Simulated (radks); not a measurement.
Question: Charge is removed step by step from the 3s down level of Zr2+, starting from [Ne] 3s(up 1, down 1) 3p6 3d10 4s2 4p6 4d2. All-electron calculation, non-relativistic Kohn-Sham, TPSS, spin-polarised, spherical densities, point nucleus; open shells are filled with parallel spins first (spin-orbit coupling, left out, can overturn this in heavy ions); meta-GGA in the generalised Kohn-Sham scheme; relativity is left out, which matters for an element this heavy. Program: a radial shooting solver on a logarithmic mesh with Libxc functionals. At the starting occupation the eigenvalue is -404.75 eV. Estimate the energy to remove one whole electron from this level, the eigenvalue at the end, and how far E(n) bends from a straight line.

Answer: Delta-SCF 419.91 eV; final eigenvalue -435.38 eV; the deviation from the straight line is -3.830 eV at 0.5 electron removed, the largest on the grid computed. Slater's transition state (half an electron removed) gives 419.84 eV. Integrating minus the eigenvalue over the occupation (Janak's theorem) gives 419.91 eV. The mean slope of the eigenvalue, de/dn, is 30.6 eV per electron.
